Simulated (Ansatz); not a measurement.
## Worked example: the enthalpy of H2O + C2H2F3I → HOI + C2H3F3

Species: H2O (water) `O`, singlet; C2H2F3I (1,1,1-trifluoro-2-iodoethane) `FC(F)(F)CI`, singlet; HOI (hypoiodous acid) `OI`, singlet; C2H3F3 (1,1,1-trifluoroethane) `CC(F)(F)F`, singlet. The partners trade H for I: O–H and C–I bonds give way to O–I and C–H.

Shapes, held fixed at every level: PBE0-D4/def2-TZVP. Programs: Ansatz 0.2.0. The zero-point and thermal terms to 298 K, harmonic and unscaled (PBE0-D4/def2-TZVP), stand in the table.

At CCSD/def2-SVP; 1 Eh = 2625.50 kJ/mol:

| species | energy (Eh) | H(298 K) − E (kJ/mol) | tabulated ΔfH (kJ/mol) |
| --- | --- | --- | --- |
| H2O | -76.171695 | 66.4 | -241.8 |
| C2H2F3I | -672.544589 | 130.6 | -644.5 |
| HOI | -372.307355 | 43.6 | -61.3 |
| C2H3F3 | -376.375996 | 153.0 | -744.6 |

Q: Work out the reaction enthalpy at 298 K from the calculation and from the table of heats.

A: 
1. Electronic: (-372.307355) + (-376.375996) − [(-76.171695) + (-672.544589)] = 0.032933 Eh = +86.5 kJ/mol.
2. Zero-point and thermal: (43.6) + (153.0) − [(66.4) + (130.6)] = -0.4 kJ/mol.
3. Computed ΔH = +86.1 kJ/mol.
4. From the heats of formation (Active Thermochemical Tables, CRC Handbook of Chemistry and Physics): (-61.3) + (-744.6) − [(-241.8) + (-644.5)] = +80.4 kJ/mol.
5. Computed less tabulated: +5.7 kJ/mol. Tabulated heats carry uncertainties of their own.

For atoms past krypton def2 sets carry core potentials with scalar relativity. Outer-core shells of I are correlated, in sets that cover them unevenly.
